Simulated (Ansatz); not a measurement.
The input (input.yaml):

```yaml
crystal:
  periodic: [false, false, false]
  atoms:
    - { symbol: Hf, position_ang: [0.004086, 0.184016, 0.054475] }
    - { symbol: "N", position_ang: [0.077873, 0.242019, 2.194066] }
    - { symbol: H, position_ang: [-0.69174, 0.542141, 2.772243] }
    - { symbol: H, position_ang: [0.933803, 0.332603, 2.719763] }
    - { symbol: Cl, position_ang: [2.117887, 0.619574, -0.898514] }
    - { symbol: Cl, position_ang: [-1.460575, 1.917163, -0.589142] }
    - { symbol: Cl, position_ang: [-1.050629, -1.829317, -0.773001] }
    - { symbol: O, position_ang: [1.277666, -2.427056, 1.520763] }
    - { symbol: Al, position_ang: [0.586813, -3.853407, 0.857085] }
    - { symbol: H, position_ang: [1.357509, -4.50767, -0.343999] }
    - { symbol: H, position_ang: [-0.634181, -4.517816, 1.60095] }
    - { symbol: H, position_ang: [0.866787, -1.883951, 2.211409] }
basis:
  gaussian: { orbitals: def2-SVP }
hamiltonian:
  xc: hf
relax:
  f_tol: 0.03
  max_steps: 50
```

Launched with:

```bash
$ ansatz run input.yaml --threads 4 --pin off --max-ram 5120MiB --backend cpu --events-out ev --progress --plain --runs-dir out
```

Hardware: 4 threads of Arm Neoverse N1 (shared host).

Question: Roughly how long does this run take, and how much memory?

Answer: 2.2 min, with a peak of 0.51 GiB, for 26 ionic steps.
